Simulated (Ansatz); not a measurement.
Relaxing a trial structure of C6H11Si+

The starting geometry of this gas-phase singlet was optimised with GFN2-xTB; its bonds are those of `CC#CC[Si+](C)C`.

```tsv
atom	x (Å)	y (Å)	z (Å)
C	-1.6575	-2.7629	-0.5864
C	-1.1282	-1.7964	0.3407
C	-0.6900	-1.0140	1.1376
C	-0.1556	-0.0757	2.1205
C	1.7273	1.8604	0.3063
C	-1.3123	2.7971	1.1201
Si	0.1152	1.5769	1.2340
H	-1.1091	-3.6993	-0.4965
H	-2.7085	-2.9472	-0.3700
H	-1.5635	-2.3946	-1.6071
H	-0.8682	0.0079	2.9482
H	0.7743	-0.4868	2.5283
H	2.5826	1.4392	0.8359
H	1.6970	1.3858	-0.6744
H	1.9248	2.9199	0.1462
H	-1.9867	2.5260	0.3078
H	-0.9666	3.8122	0.9273
H	-1.9076	2.8164	2.0337
```

Predict what becomes of its bonds when it is optimised with r2SCAN-D4/def2-SVP.

New bonds form, giving a structure given below by its coordinates. Contacts that close: C2–Si7 (3.70 → 2.09 Å), C3–Si7 (2.71 → 1.99 Å).

The energy falls by 0.95 eV over 26 steps:

```csv
step,E − E(last) (eV)
1,0.947
4,0.417
7,0.256
9,0.100
12,0.015
15,0.006
18,0.002
20,0.001
23,0.000
26,0.000
```

Final geometry (Å):

```csv
atom,x (Å),y (Å),z (Å)
C,-1.3271,-1.7703,-0.5399
C,-0.7943,-1.0346,0.6072
C,-0.4020,-0.8603,1.7958
C,0.1229,0.1019,2.7022
C,1.3850,1.2309,-0.0122
C,-1.6261,2.0490,0.8621
Si,-0.1610,0.9292,0.9509
H,-1.5236,-2.8138,-0.2509
H,-2.2670,-1.3177,-0.8919
H,-0.6106,-1.7635,-1.3757
H,-0.5435,0.4376,3.5097
H,1.1697,-0.0283,3.0121
H,2.1252,0.4329,0.1480
H,1.1643,1.2998,-1.0891
H,1.8314,2.1894,0.3005
H,-1.9733,2.1526,-0.1781
H,-1.3442,3.0521,1.2227
H,-2.4584,1.6781,1.4787
```

The end wasn't checked by frequencies. Run with Ansatz 0.2.0, 46 s on 4 threads of AMD EPYC 7R43 64-Core Processor (Zen 3), on a shared host.
